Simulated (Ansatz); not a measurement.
Ideal-gas functions of F$_{2}$HSSn, SMILES `[F][Sn]([F])[SH]` radical at 298.15 K and 1 bar, from an Ansatz frequency run at PBE0-D4/def2-TZVP.

Molar mass 189.78 g/mol, point group C1 (symmetry number 1), electronic degeneracy 2, moments of inertia 114.015, 221.724, 283.696 u Å². Harmonic wavenumbers (cm⁻¹, unscaled): 61, 136, 161, 170, 320, 603, 611, 675, 2698.

Use S(trans) = R[1.5 ln M + 2.5 ln T − 1.1517]; rotational temperatures θ = 24.2544 K / I; S(rot) = R[ln(√π/σ · √(T³/θAθBθC)) + 1.5]; for each mode x = 1.438777 ν̃/T, S = R[x/(eˣ − 1) − ln(1 − e⁻ˣ)] and H = RT x/(eˣ − 1); 1 cm⁻¹ = 0.0119627 kJ/mol; R = 8.31446 J/(mol·K).

Task: By hand: the entropy, in J/(mol·K).

Result: Translation 174.3. Rotation: θ = 0.2127, 0.1094, 0.0855 K, giving 114.1. Vibration, mode by mode: 18.51, 11.96, 10.62, 10.19, 5.48, 1.86, 1.80, 1.41, 0.00, in all 61.8. Electronic 5.8. Sum 356.0 J/(mol·K).

Task: By hand: H − E and G − E in kJ/mol, counted from the electronic energy.

Result: Zero-point energy ½ × 5435 × 0.0119627 = 32.5; thermal vibration 9.3; translation, rotation and pV give 4 RT = 9.9. H − E = 51.7 kJ/mol, and G − E = 51.7 − 298.15 × 356.0/1000 = -54.4 kJ/mol.

Vibration gives 17 % of the entropy, 30.5 J/(mol·K) of it from the modes under 150 cm⁻¹: soft modes count most, and the harmonic formula is weakest for them. The sum counts one conformer and one mirror image; others add a mixing term.
